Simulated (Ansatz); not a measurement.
Ideal-gas functions of CBr₂Cl₂ (`ClC(Cl)(Br)Br`) at 800 K and 1 bar, from an Ansatz frequency run at PBE0-D4/def2-TZVP.

Molar mass 242.72 g/mol, point group C2v (symmetry number 2), electronic degeneracy 1, moments of inertia 372.438, 545.803, 625.413 u Å². Harmonic wavenumbers (cm⁻¹, unscaled): 153, 174, 233, 245, 265, 391, 696, 750, 786.

Use S(trans) = R[1.5 ln M + 2.5 ln T − 1.1517]; rotational temperatures θ = 24.2544 K / I; S(rot) = R[ln(√π/σ · √(T³/θAθBθC)) + 1.5]; for each mode x = 1.438777 ν̃/T, S = R[x/(eˣ − 1) − ln(1 − e⁻ˣ)] and H = RT x/(eˣ − 1); 1 cm⁻¹ = 0.0119627 kJ/mol; R = 8.31446 J/(mol·K).

Problem. By hand: the entropy, in J/(mol·K).

Solution. Translation 197.9. Rotation: θ = 0.0651, 0.0444, 0.0388 K, giving 132.6. Vibration, mode by mode: 19.07, 18.01, 15.61, 15.20, 14.55, 11.41, 6.97, 6.43, 6.10, in all 113.3. Electronic 0.0. Sum 443.8 J/(mol·K).

Problem. By hand: H − E and G − E in kJ/mol, counted from the electronic energy.

Solution. Zero-point energy ½ × 3693 × 0.0119627 = 22.1; thermal vibration 41.4; translation, rotation and pV give 4 RT = 26.6. H − E = 90.1 kJ/mol, and G − E = 90.1 − 800 × 443.8/1000 = -264.9 kJ/mol.

Vibration gives 26 % of the entropy.
